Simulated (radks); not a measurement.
Isoelectronic series with 1 electrons, each ion in its NIST ground configuration. All-electron calculation, Dirac Kohn-Sham, LDA (Slater exchange, Perdew-Wang correlation), spin-unpolarised, spherical densities, point nucleus. Program: a radial shooting solver on a logarithmic mesh with Libxc functionals. Total energies (hartree) and orbital eigenvalues (eV):

| ion | configuration | E (hartree) | 1s1/2 |
|---|---|---|---|
| Ag46+ | 1s1 | -1134.30637 | -30543.93 |
| Cd47+ | 1s1 | -1184.83368 | -31911.29 |
| In48+ | 1s1 | -1236.57731 | -33311.71 |
| Sn49+ | 1s1 | -1289.54806 | -34745.46 |
| Sb50+ | 1s1 | -1343.75714 | -36212.86 |
| Te51+ | 1s1 | -1399.21614 | -37714.23 |
| I52+ | 1s1 | -1455.93709 | -39249.87 |
| Xe53+ | 1s1 | -1513.93243 | -40820.14 |
| Cs54+ | 1s1 | -1573.2151 | -42425.38 |
| Ba55+ | 1s1 | -1633.7984 | -44065.95 |
| La56+ | 1s1 | -1695.6962 | -45742.23 |
| Ce57+ | 1s1 | -1758.9229 | -47454.60 |
| Pr58+ | 1s1 | -1823.4934 | -49203.48 |
| Nd59+ | 1s1 | -1889.4231 | -50989.27 |
| Pm60+ | 1s1 | -1956.7279 | -52812.41 |
| Sm61+ | 1s1 | -2025.4246 | -54673.35 |
| Eu62+ | 1s1 | -2095.5303 | -56572.56 |
| Gd63+ | 1s1 | -2167.0628 | -58510.51 |
| Tb64+ | 1s1 | -2240.0407 | -60487.71 |
| Dy65+ | 1s1 | -2314.4832 | -62504.69 |
| Ho66+ | 1s1 | -2390.4104 | -64561.98 |
| Er67+ | 1s1 | -2467.8429 | -66660.14 |
| Tm68+ | 1s1 | -2546.8025 | -68799.75 |
| Yb69+ | 1s1 | -2627.3113 | -70981.44 |
